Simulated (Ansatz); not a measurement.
Ansatz (a first-principles code) input (B3LYP-D3(BJ)/def2-TZVP):

Ansatz 0.2 input:
```yaml
crystal:
  periodic: [false, false, false]
  atoms:
    - {symbol: Zr, position_ang: [-0.12901265, -0.34696664, -0.23068735]}
    - {symbol: Cl, position_ang: [2.12053874, -0.09767538, -0.39218908]}
    - {symbol: Cl, position_ang: [-0.68304698, -0.61470228, 1.95336255]}
    - {symbol: Cl, position_ang: [-1.13393259, 1.52876977, -1.01837969]}
basis:
  gaussian:
    orbitals: def2-TZVP
hamiltonian:
  xc: b3lyp
  dispersion: d3bj
total_charge: 1
phonons: {temperatures: {t_min: 298.15, t_max: 298.15, t_step: 100}}
```

Output:

```
Functional definition: B3LYP
integrals: 0.09 GiB planned
1144 factors; their error is unknown
mean field: 0.72 GiB planned
mean field evaluation 1: about -38843.7112 eV, gradient 4.7e1 eV
mean field evaluation 2: about -38799.3606 eV, gradient 1.5e2 eV
mean field evaluation 4: about -38848.7567 eV, gradient 1.1e1 eV
mean field evaluation 8: about -38849.1870 eV, gradient 1.4e-1 eV
mean field evaluation 16: about -38849.1870 eV, gradient 2.0e-5 eV
mean field -38849.18704183 eV, -1427.6812908623 hartree, gradient 2.0e-5 eV, S^2 0.000000; 0 other end points of the search recorded, 0 dependent functions left out
the calculation of the forces begins
reference -38849.18732519 eV, -1427.6813012758 hartree; 31, 31 occupied and 120, 120 virtual orbitals, 1144 factors
these checks for a lower state are left out or cut short: stability, starts, cluster_reference, orbital_swaps, neighbouring_geometries, increment
integrals: 0.09 GiB planned
1144 factors; their error is unknown
mean field: 0.73 GiB planned
mean field -38849.18697518 eV, -1427.6812884132 hartree, gradient 1.9e-6 eV, S^2 0.000000; 0 other end points of the search recorded, 0 dependent functions left out
the calculation of the forces begins
reference -38849.18725852 eV, -1427.6812988257 hartree; 31, 31 occupied and 120, 120 virtual orbitals, 1144 factors
these checks for a lower state are left out or cut short: stability, starts, cluster_reference, orbital_swaps, neighbouring_geometries, increment
integrals: 0.09 GiB planned
1144 factors; their error is unknown
mean field: 0.73 GiB planned
mean field evaluation 32: about -38849.1870 eV, gradient 1.9e-6 eV
mean field -38849.18697819 eV, -1427.6812885236 hartree, gradient 1.9e-6 eV, S^2 0.000000; 0 other end points of the search recorded, 0 dependent functions left out
the calculation of the forces begins
reference -38849.18726158 eV, -1427.6812989381 hartree; 31, 31 occupied and 120, 120 virtual orbitals, 1144 factors
these checks for a lower state are left out or cut short: stability, starts, cluster_reference, orbital_swaps, neighbouring_geometries, increment
integrals: 0.09 GiB planned
1144 factors; their error is unknown
mean field: 0.72 GiB planned
mean field -38849.18697711 eV, -1427.6812884842 hartree, gradient 1.9e-6 eV, S^2 0.000000; 0 other end points of the search recorded, 0 dependent functions left out
the calculation of the forces begins
reference -38849.18726051 eV, -1427.6812988987 hartree; 31, 31 occupied and 120, 120 virtual orbitals, 1144 factors
these checks for a lower state are left out or cut short: stability, starts, cluster_reference, orbital_swaps, neighbouring_geometries, increment
integrals: 0.09 GiB planned
1144 factors; their error is unknown
mean field: 0.73 GiB planned
mean field -38849.18697286 eV, -1427.6812883281 hartree, gradient 1.9e-6 eV, S^2 0.000000; 0 other end points of the search recorded, 0 dependent functions left out
the calculation of the forces begins
reference -38849.18725620 eV, -1427.6812987406 hartree; 31, 31 occupied and 120, 120 virtual orbitals, 1144 factors
these checks for a lower state are left out or cut short: stability, starts, cluster_reference, orbital_swaps, neighbouring_geometries, increment
integrals: 0.09 GiB planned
1144 factors; their error is unknown
mean field: 0.72 GiB planned
mean field -38849.18710295 eV, -1427.6812931088 hartree, gradient 1.9e-6 eV, S^2 0.000000; 0 other end points of the search recorded, 0 dependent functions left out
the calculation of the forces begins
reference -38849.18738637 eV, -1427.6813035240 hartree; 31, 31 occupied and 120, 120 virtual orbitals, 1144 factors
these checks for a lower state are left out or cut short: stability, starts, cluster_reference, orbital_swaps, neighbouring_geometries, increment
integrals: 0.09 GiB planned
1144 factors; their error is unknown
mean field: 0.73 GiB planned
mean field -38849.18686070 eV, -1427.6812842062 hartree, gradient 1.9e-6 eV, S^2 0.000000; 0 other end points of the search recorded, 0 dependent functions left out
the calculation of the forces begins
reference -38849.18714402 eV, -1427.6812946180 hartree; 31, 31 occupied and 120, 120 virtual orbitals, 1144 factors
these checks for a lower state are left out or cut short: stability, starts, cluster_reference, orbital_swaps, neighbouring_geometries, increment
integrals: 0.09 GiB planned
1144 factors; their error is unknown
mean field: 0.73 GiB planned
mean field evaluation 64: about -38849.1870 eV, gradient 5.4e-5 eV
mean field -38849.18701845 eV, -1427.6812900031 hartree, gradient 1.1e-6 eV, S^2 0.000000; 0 other end points of the search recorded, 0 dependent functions left out
the calculation of the forces begins
reference -38849.18730182 eV, -1427.6813004168 hartree; 31, 31 occupied and 120, 120 virtual orbitals, 1144 factors
these checks for a lower state are left out or cut short: stability, starts, cluster_reference, orbital_swaps, neighbouring_geometries, increment
integrals: 0.09 GiB planned
1144 factors; their error is unknown
mean field: 0.72 GiB planned
mean field -38849.18706059 eV, -1427.6812915519 hartree, gradient 1.3e-6 eV, S^2 0.000000; 0 other end points of the search recorded, 0 dependent functions left out
the calculation of the forces begins
reference -38849.18734395 eV, -1427.6813019652 hartree; 31, 31 occupied and 120, 120 virtual orbitals, 1144 factors
these checks for a lower state are left out or cut short: stability, starts, cluster_reference, orbital_swaps, neighbouring_geometries, increment
integrals: 0.09 GiB planned
1144 factors; their error is unknown
mean field: 0.72 GiB planned
mean field -38849.18700556 eV, -1427.6812895296 hartree, gradient 1.1e-6 eV, S^2 0.000000; 0 other end points of the search recorded, 0 dependent functions left out
the calculation of the forces begins
reference -38849.18728892 eV, -1427.6812999429 hartree; 31, 31 occupied and 120, 120 virtual orbitals, 1144 factors
these checks for a lower state are left out or cut short: stability, starts, cluster_reference, orbital_swaps, neighbouring_geometries, increment
integrals: 0.09 GiB planned
1144 factors; their error is unknown
mean field: 0.73 GiB planned
mean field -38849.18707362 eV, -1427.6812920309 hartree, gradient 9.0e-7 eV, S^2 0.000000; 0 other end points of the search recorded, 0 dependent functions left out
the calculation of the forces begins
reference -38849.18735699 eV, -1427.6813024446 hartree; 31, 31 occupied and 120, 120 virtual orbitals, 1144 factors
these checks for a lower state are left out or cut short: stability, starts, cluster_reference, orbital_swaps, neighbouring_geometries, increment
integrals: 0.09 GiB planned
1144 factors; their error is unknown
mean field: 0.73 GiB planned
mean field -38849.18692174 eV, -1427.6812864494 hartree, gradient 1.6e-6 eV, S^2 0.000000; 0 other end points of the search recorded, 0 dependent functions left out
the calculation of the forces begins
reference -38849.18720508 eV, -1427.6812968620 hartree; 31, 31 occupied and 120, 120 virtual orbitals, 1144 factors
these checks for a lower state are left out or cut short: stability, starts, cluster_reference, orbital_swaps, neighbouring_geometries, increment
integrals: 0.09 GiB planned
1144 factors; their error is unknown
mean field: 0.73 GiB planned
mean field evaluation 96: about -38849.1871 eV, gradient 7.8e-5 eV
mean field -38849.18712479 eV, -1427.6812939113 hartree, gradient 1.6e-6 eV, S^2 0.000000; 0 other end points of the search recorded, 0 dependent functions left out
the calculation of the forces begins
reference -38849.18740818 eV, -1427.6813043258 hartree; 31, 31 occupied and 120, 120 virtual orbitals, 1144 factors
these checks for a lower state are left out or cut short: stability, starts, cluster_reference, orbital_swaps, neighbouring_geometries, increment
integrals: 0.09 GiB planned
1144 factors; their error is unknown
mean field: 0.73 GiB planned
mean field -38849.18696454 eV, -1427.6812880220 hartree, gradient 1.4e-6 eV, S^2 0.000000; 0 other end points of the search recorded, 0 dependent functions left out
the calculation of the forces begins
reference -38849.18724788 eV, -1427.6812984346 hartree; 31, 31 occupied and 120, 120 virtual orbitals, 1144 factors
these checks for a lower state are left out or cut short: stability, starts, cluster_reference, orbital_swaps, neighbouring_geometries, increment
integrals: 0.09 GiB planned
1144 factors; their error is unknown
mean field: 0.72 GiB planned
mean field -38849.18707314 eV, -1427.6812920130 hartree, gradient 1.3e-6 eV, S^2 0.000000; 0 other end points of the search recorded, 0 dependent functions left out
the calculation of the forces begins
reference -38849.18735653 eV, -1427.6813024275 hartree; 31, 31 occupied and 120, 120 virtual orbitals, 1144 factors
Total energy: -38849.48647661 eV, -1427.6922948878 hartree
Atom 0 at    -0.129013    -0.346967    -0.230687 Å, force     0.000200     0.000038     0.000248 eV/Å
Atom 1 at     2.120539    -0.097675    -0.392189 Å, force     0.001135    -0.000205    -0.000518 eV/Å
Atom 2 at    -0.683047    -0.614702     1.953363 Å, force    -0.000630    -0.000531     0.000959 eV/Å
Atom 3 at    -1.133933     1.528770    -1.018380 Å, force    -0.000705     0.000699    -0.000688 eV/Å
Dipole moment:    -0.261058    -0.702090    -0.466798 e Å
Vibrations: 94.25 114.81 114.81 437.81 468.28 468.32 cm⁻¹, zero-point energy 0.105280 eV
```

The spin state was set by rule; other spins were not relaxed.
